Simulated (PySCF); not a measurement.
Ligand exchange on a metal centre used in film growth or etching (Cd Cl-NH2). Isolated molecules, 0 K electronic values unless said otherwise. One relaxed conformer stands for each flexible species; it need not be the lowest.

The numbers are results of PySCF with B3LYP-D3(BJ)/def2-TZVP // BP86-D3(BJ)/def2-SVP, not measurements. All candidates: neutral, multiplicity 1. B3LYP has the VWN-RPA correlation part, as in Gaussian. 

- HOMO–LUMO gap: 5.96 eV
- LUMO: -2.66 eV
- HOMO: -8.62 eV

Name which member has these values.
A. [Cd(NH2)2]
B. [Cd(Cl)(NH2)]
C. [Cd(Cl)2]

C, [Cd(Cl)2]. The others give [Cd(Cl)(NH2)]: 5.48 eV, -1.83 eV, -7.30 eV; [Cd(NH2)2]: 5.45 eV, -1.04 eV, -6.49 eV
